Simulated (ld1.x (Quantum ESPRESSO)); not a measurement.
**arsenic (As): one change to an RRKJ potential, before and after**

```json
{
  "Element": "As",
  "Generator": "ld1.x (Quantum ESPRESSO) 7.5",
  "Type": "norm-conserving RRKJ (Kleinman–Bylander form)",
  "Functional": "PBE",
  "Relativity": "scalar-relativistic",
  "Frozen core": "[Ar] 3d10",
  "Valence charge": "5",
  "Reference configuration": "4s2 4p2 (charge +1)",
  "Partial waves": "4p (bound): rc 1.60 bohr; 4d channel at 0.4 Ry: rc 1.40 bohr; 4s (bound): rc 1.40 bohr",
  "Local potential": "the s channel",
  "Core correction": "a·sin(br)/r model core inside 0.85 bohr"
}
```

All-electron outer shells of the reference configuration (PBE, scalar-relativistic, ld1.x):

```csv
shell,level (eV),outermost node (bohr),outermost maximum (bohr)
4s,-23.36,0.73,1.59
4p,-13.34,0.78,1.90
```

Change: wave 4p (bound): rc 1.60 bohr becomes 4p (bound): rc 1.96 bohr.

Cutoffs: the cutoffs (Ry, on a coarse ladder) from which the occupation-weighted sum of valence levels, in a spherical-Bessel basis at the reference potential, stays within 10 and 1 mRy of its value at 400 Ry; they do not see the model core or the augmentation charge, which bear on the density cutoff. Errors are all-electron minus pseudo energies relative to the spin-unpolarised reference configuration.

Problem. Predict the effect on cutoff, ghosts and configuration errors.

Solution. The potential gets neither clearly harder nor softer (35 Ry and 80 Ry → 35 Ry and 80 Ry); both files keep a bound ghost (d); of the 7 tests that both files solve, the error grows in 2 and shrinks in 1 by more than 15 % and 0.3 meV (median size 11.4 → 11.3 meV).

```csv
quantity,base,changed
"cutoff, loose",35 Ry,35 Ry
"cutoff, tight",80 Ry,80 Ry
loose cutoff by channel (10 mRy a level),"p 18 Ry, s 30 Ry","p 21 Ry, s 30 Ry"
bound ghosts,d,d
"error for 4s2 4p3, meV [ΔE -9.15 eV]",-1.4,-1.2
"error for 4s2 4p1, meV [ΔE 17.92 eV]",-11,-9.7
"error for 4s2 4p0, meV [ΔE 45.62 eV]",-60,-48
"error for 4s2 4p2.5, meV [ΔE -5.59 eV]",-0.2,-0.1
"error for 4s1 4p3, meV [ΔE 10.11 eV]",-12,-17
"error for 4s1 4p4, meV [ΔE 0.27 eV]",-6.9,-11
"error for 4s1 4p0, meV [ΔE 96.27 eV]",-280,-248
```

 A true bound ghost makes a file unfit for plane-wave use even where its test errors are small: the radial tests pick states by their node count and pass the ghost by.
